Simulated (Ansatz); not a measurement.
System: CH₂NS, charge 0, multiplicity 2. It need not be the lowest isomer of its formula. SMILES: [C](=S)N
Structure (B3LYP-D3(BJ)/def2-TZVP (Ansatz, a first-principles code) minimum search):
```
N
H 1 1.0071
C 1 1.3129 2 120.60
H 1 1.0157 2 117.02 3 180.00
S 3 1.5929 1 136.94 2 180.00
```
Charge 0, spin multiplicity 2.

Computed values are from Ansatz. Valence correlation only, unless marked. UHF or UKS for open shells. No spin-orbit coupling. Non-relativistic. CBS(X,Y): correlation extrapolated as X^-3; Hartree-Fock from the larger set. The bracket is a focal-point correction in the basis named.

| Property | Value |
|---|---|
| atomisation energy De | 1736.3 kJ/mol at RI-MP2/CBS(aug-cc-pV(T+d)Z,aug-cc-pV(Q+d)Z)+[CCSD(T)-MP2]/aug-cc-pV(T+d)Z |
| vertical electron affinity (to the singlet; negative means unbound) | 0.60 eV at RI-MP2/CBS(aug-cc-pV(T+d)Z,aug-cc-pV(Q+d)Z)+[CCSD(T)-MP2]/aug-cc-pV(T+d)Z |
| total energy | -491.6617 Eh at RI-MP2/CBS(aug-cc-pV(T+d)Z,aug-cc-pV(Q+d)Z)+[CCSD(T)-MP2]/aug-cc-pV(T+d)Z |
| dipole moment | 3.57 D at CCSD(T)/aug-cc-pV(D+d)Z |
| T1 diagnostic | 0.024 at CCSD/aug-cc-pV(T+d)Z |
